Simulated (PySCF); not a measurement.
**`COc1nc(C(C)=O)n[nH]1`: 4 charge schemes on one density**

Species: C₅H₇N₃O₂.
Cartesian coordinates in Å at the GFN2-xTB level; atoms count from 1:
```
atom  x, y, z in Å
C1     2.750    0.485    0.752
O2     2.449   -0.291   -0.401
C3     1.157   -0.412   -0.661
N4     0.137    0.062    0.006
C5    -0.943   -0.365   -0.714
C6    -2.332   -0.054   -0.320
C7    -2.443    0.552    1.052
O8    -3.276   -0.277   -1.037
N9    -0.614   -1.071   -1.773
N10    0.724   -1.107   -1.744
H11    2.386    1.507    0.628
H12    2.285    0.048    1.638
H13    3.833    0.474    0.844
H14   -1.718    1.353    1.159
H15   -2.202   -0.211    1.790
H16   -3.453    0.914    1.221
H17    1.253   -1.594   -2.449
```

Density: PBE0/pcSseg-1 (PySCF); schemes: Mulliken, IAO, Hirshfeld and ESP-fitted. One conformer (not necessarily the lowest) at the GFN2-xTB geometry, without solvent, vibrations or thermal averaging.

**Question.** Atoms with like bonding are taken together and averaged. For which atoms does the sign change between the 4 schemes (beyond +0.03 e in one, beyond −0.03 e in another)?

**Answer.** For none.

**Question.** At which atom do the 4 schemes differ most?

**Answer.** At C3: from +0.172 (Hirshfeld) to +0.685 e (ESP-fitted), 0.513 e apart.

**Question.** What partial charge does each atom carry?

**Answer.** In e; atoms taken as equivalent share a row and are averaged (×n: the atom named and its like, n in all):

```json
{"atom": "C1", "environment": "methoxy carbon", "Mulliken": "-0.022", "IAO": "-0.207", "Hirshfeld": "-0.027", "ESP-fitted": "-0.029"}
{"atom": "O2", "environment": "aryl ether oxygen", "Mulliken": "-0.474", "IAO": "-0.322", "Hirshfeld": "-0.107", "ESP-fitted": "-0.423"}
{"atom": "C3", "environment": "aromatic carbon bearing oxygen", "Mulliken": "+0.656", "IAO": "+0.387", "Hirshfeld": "+0.172", "ESP-fitted": "+0.685"}
{"atom": "N4", "environment": "pyridine-type nitrogen", "Mulliken": "-0.540", "IAO": "-0.414", "Hirshfeld": "-0.208", "ESP-fitted": "-0.659"}
{"atom": "C5", "environment": "substituted aromatic carbon", "Mulliken": "+0.223", "IAO": "+0.128", "Hirshfeld": "+0.057", "ESP-fitted": "+0.450"}
{"atom": "C6", "environment": "ketone carbonyl carbon", "Mulliken": "+0.227", "IAO": "+0.377", "Hirshfeld": "+0.157", "ESP-fitted": "+0.551"}
{"atom": "C7", "environment": "methyl carbon next to a carbonyl", "Mulliken": "-0.245", "IAO": "-0.479", "Hirshfeld": "-0.131", "ESP-fitted": "-0.442"}
{"atom": "O8", "environment": "ketone oxygen", "Mulliken": "-0.338", "IAO": "-0.394", "Hirshfeld": "-0.233", "ESP-fitted": "-0.490"}
{"atom": "N9", "environment": "pyridine-type nitrogen", "Mulliken": "-0.218", "IAO": "-0.215", "Hirshfeld": "-0.138", "ESP-fitted": "-0.504"}
{"atom": "N10", "environment": "pyrrole-type nitrogen", "Mulliken": "-0.278", "IAO": "-0.156", "Hirshfeld": "-0.023", "ESP-fitted": "-0.130"}
{"atom": "H11/H12/H13", "environment": "methyl hydrogen", "Mulliken": "+0.127", "IAO": "+0.159", "Hirshfeld": "+0.054", "ESP-fitted": "+0.099"}
{"atom": "H14/H15/H16", "environment": "methyl hydrogen", "Mulliken": "+0.141", "IAO": "+0.168", "Hirshfeld": "+0.050", "ESP-fitted": "+0.124"}
{"atom": "H17", "environment": "N–H hydrogen", "Mulliken": "+0.208", "IAO": "+0.316", "Hirshfeld": "+0.170", "ESP-fitted": "+0.322"}
```

Mean size of the charges over all atoms: ESP-fitted 0.315 e, IAO 0.257 e, Mulliken 0.249 e, Hirshfeld 0.102 e. Each set sums to the total charge, 0, to within 0.001 e. The Mulliken scheme gives each basis function's population to the atom it is centred on and halves the overlap population of two atoms between them.

Some averages cover members that differ in this geometry: H11/H12/H13, ESP-fitted +0.086 to +0.122; H14/H15/H16, ESP-fitted +0.112 to +0.138 e.

**Question.** How many electrons does the Mulliken scheme count on C3?

**Answer.** Z − q = 6 − (+0.656) = 5.344.

**Question.** Sum the charges by element.

**Answer.** 
```csv
element,atoms,Mulliken,IAO,Hirshfeld,ESP-fitted
C,5,+0.839,+0.206,+0.229,+1.215
O,2,-0.811,-0.717,-0.340,-0.913
N,3,-1.037,-0.785,-0.369,-1.293
H,7,+1.010,+1.296,+0.480,+0.992
```

**Question.** How closely do the schemes follow one another over all atoms?

**Answer.** Correlation coefficient and root-mean-square difference: IAO with Hirshfeld 0.95, 0.170 e; Hirshfeld with ESP-fitted 0.95, 0.269 e; Mulliken with ESP-fitted 0.94, 0.145 e; IAO with ESP-fitted 0.93, 0.160 e; Mulliken with IAO 0.91, 0.125 e; Mulliken with Hirshfeld 0.90, 0.196 e.

These values come from a run that also computed NMR shieldings. Rough CPU time on one thread of a shared machine: about 1.6 min.
